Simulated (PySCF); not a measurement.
FeCl3, SMILES [Fe]([Cl])([Cl])[Cl] (connectivity only; charge and spin as stated), neutral, multiplicity 6.

The structure is a stationary point at B3LYP-D3(BJ)/def2-SVP. The spin state was assumed, not searched. The isomer is the one that the SMILES or the coordinates give; other isomers of the formula were not compared.

Computed with PySCF with TDA-M06-2X/def2-SVPD.

Vertical excitations; the highest root listed may be one member of a degenerate set. 

Computed lowest excited states:
```tsv
state	energy (eV)	λ (nm)	f	main pairs
root 1	2.88	431	0.000	β HOMO→LUMO 99 %
root 2	2.97	417	0.000	β HOMO→LUMO+2, β HOMO→LUMO+1, β HOMO−2→LUMO (degenerate set)
root 3	2.97	417	0.000	β HOMO→LUMO+1, β HOMO→LUMO+2, β HOMO−3→LUMO (degenerate set)
root 4	2.98	416	0.000	β HOMO−2→LUMO (degenerate set)
root 5	2.98	416	0.000	β HOMO−3→LUMO (degenerate set)
root 6	3.26	380	0.007	β HOMO−7→LUMO, β HOMO−5→LUMO, β HOMO−3→LUMO+2, β HOMO−2→LUMO+1 (degenerate set)
root 7	3.26	380	0.007	β HOMO−6→LUMO, β HOMO−4→LUMO, β HOMO−2→LUMO+2, β HOMO−3→LUMO+1 (degenerate set)
root 8	3.36	369	0.003	β HOMO−5→LUMO, β HOMO→LUMO+4, β HOMO−7→LUMO, β HOMO−3→LUMO+2 (degenerate set)
root 9	3.36	369	0.003	β HOMO−4→LUMO, β HOMO→LUMO+3, β HOMO−6→LUMO, β HOMO−2→LUMO+2 (degenerate set)
root 10	3.43	362	0.000	β HOMO−3→LUMO+1 33 %, β HOMO−2→LUMO+2 33 %, β HOMO−3→LUMO+2 17 %, β HOMO−2→LUMO+1 17 %
```
Unrestricted roots are not spin-pure.
